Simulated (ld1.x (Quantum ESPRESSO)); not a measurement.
Before and after: RRKJ potential for Be

Be (Z = 4), norm-conserving RRKJ (Kleinman–Bylander form), made with ld1.x (Quantum ESPRESSO) 7.5 (PBE, scalar-relativistic). Core [He], reference 2s0.5 2p0 (charge +1.5). Waves: 2s (bound): rc 1.70 bohr; 2p (bound, empty): rc 2.80 bohr; 3d channel at 0.15 Ry: rc 3.00 bohr. Local part: all-electron potential smoothed inside 1.60 bohr (lloc = -2). Core correction: none.

Change: core correction a·sin(br)/r model core inside 0.74 bohr.

Cutoffs: the cutoffs (Ry, on a coarse ladder) from which the occupation-weighted sum of valence levels, in a spherical-Bessel basis at the reference potential, stays within 10 and 1 mRy of its value at 400 Ry; they do not see the model core or the augmentation charge, which bear on the density cutoff. Errors are all-electron minus pseudo energies relative to the spin-unpolarised reference configuration.

Task: How do hardness, ghosts and transferability respond?

Result: The potential gets neither clearly harder nor softer (12 Ry and 21 Ry → 12 Ry and 21 Ry); of the 6 tests that both files solve, the error grows in 0 and shrinks in 6 by more than 15 % and 0.3 meV (median size 84.1 → 31.4 meV); neither file shows a bound ghost. Exchange and correlation are not linear in the density, so unscreening with the valence charge alone errs where core and valence overlap; a model core restores that term. A model core, the more so a compact one, raises the density cutoff, which this test does not measure.

| quantity | base | changed |
| --- | --- | --- |
| cutoff, loose | 12 Ry | 12 Ry |
| cutoff, tight | 21 Ry | 21 Ry |
| bound ghosts | none | none |
| error for 2s2 2p0, meV [ΔE -17.48 eV] | +80 | +23 |
| error for 2s1 2p0, meV [ΔE -7.93 eV] | +25 | +4.0 |
| error for 2s1.5 2p0, meV [ΔE -13.72 eV] | +57 | +13 |
| error for 2s1 2p1, meV [ΔE -13.87 eV] | +130 | +57 |
| error for 2s0 2p1, meV [ΔE -4.02 eV] | +88 | +40 |
| error for 2s0 2p2, meV [ΔE -10.23 eV] | +181 | +87 |
| s: phases at 3.26 bohr within 0.05 rad from the reference energy up to (Ry; the scan ends near 5) | 0.4 | 0.4 |
| p: phases at 3.26 bohr within 0.05 rad from the reference energy up to (Ry; the scan ends near 5) | 0.2 | 0.2 |
| d: phases at 3.26 bohr within 0.05 rad from the reference energy up to (Ry; the scan ends near 5) | 2.4 | 2.4 |
